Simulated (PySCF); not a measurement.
Two species compared at the same levels of theory.

First species: chloroacetonitrile, C2H2ClN.
SMILES: `N#CCCl`

Second species: C₆H₁₁N.
SMILES: `C1CC(N2CC2)C1`

Levels: CAM-B3LYP/def2-SVPD for dipole moment, HOMO energy, LUMO energy, HOMO–LUMO gap, static isotropic polarisability and electronic spatial extent ⟨r²⟩ about the centre of nuclear charge; TDDFT CAM-B3LYP/def2-SVPD for lowest singlet excitation; TDA CAM-B3LYP/def2-SVPD for lowest triplet excitation (Tamm–Dancoff); ΔSCF CAM-B3LYP/def2-SVPD for vertical ionisation energy; PBE0-D3(BJ)/def2-SVP for rotational constant A and rotational constant C. Geometries: PBE0-D3(BJ)/def2-SVP. Each structure is a single optimised conformer of the isolated species, non-relativistic unless stated; the electronic structure was computed with PySCF and density fitting.

The conformers computed, where there is a choice (atom-mapped SMILES and torsion angles):
- `[CH2:1]1[CH2:2][CH:3]([N:4]2[CH2:5][CH2:6]2)[CH2:7]1`: C2–C3–N4–C5 93°

Values for the first species:

```
Dipole moment                                                     : 3.33 D
HOMO energy                                                       : -10.76 eV
LUMO energy                                                       : 0.00 eV
HOMO–LUMO gap                                                     : 10.76 eV
Lowest singlet excitation                                         : 6.70 eV
Lowest triplet excitation (Tamm–Dancoff)                          : 5.92 eV
Static isotropic polarisability                                   : 42.2 au
Vertical ionisation energy                                        : 12.00 eV
Electronic spatial extent ⟨r²⟩ about the centre of nuclear charge : 400 bohr²
Rotational constant A                                             : 25.418 GHz
Rotational constant C                                             : 2.843 GHz
```

Q: Estimate the same properties for the second species, and the change in each.

A: 
| property | first | second | second less first |
| --- | --- | --- | --- |
| dipole moment | 3.33 D | 1.11 D | -2.22 D |
| HOMO energy | -10.76 eV | -8.15 eV | +2.61 eV |
| LUMO energy | 0.00 eV | 1.53 eV | +1.53 eV |
| HOMO–LUMO gap | 10.76 eV | 9.68 eV | -1.08 eV |
| lowest singlet excitation | 6.70 eV | 6.88 eV | +0.18 eV |
| lowest triplet excitation (Tamm–Dancoff) | 5.92 eV | 6.65 eV | +0.73 eV |
| static isotropic polarisability | 42.2 au | 76.3 au | +34.1 au |
| vertical ionisation energy | 12.00 eV | 8.89 eV | -3.11 eV |
| electronic spatial extent ⟨r²⟩ about the centre of nuclear charge | 400 bohr² | 850 bohr² | +450 bohr² |
| rotational constant A | 25.418 GHz | 6.909 GHz | -18.509 GHz |
| rotational constant C | 2.843 GHz | 1.520 GHz | -1.323 GHz |

On the first: The ΔSCF ionisation energy exceeds −ε(HOMO) by 1.24 eV with CAM-B3LYP. The principal polarisabilities are 33.0, 38.5 and 55.1 au; their mean is the isotropic value.

On the second: The dipole matches unit charges of opposite sign 0.23 Å apart (1 e·Å = 4.8032 D). In wavenumbers S1 is 55500 cm⁻¹ (1 eV = 8065.54 cm⁻¹).
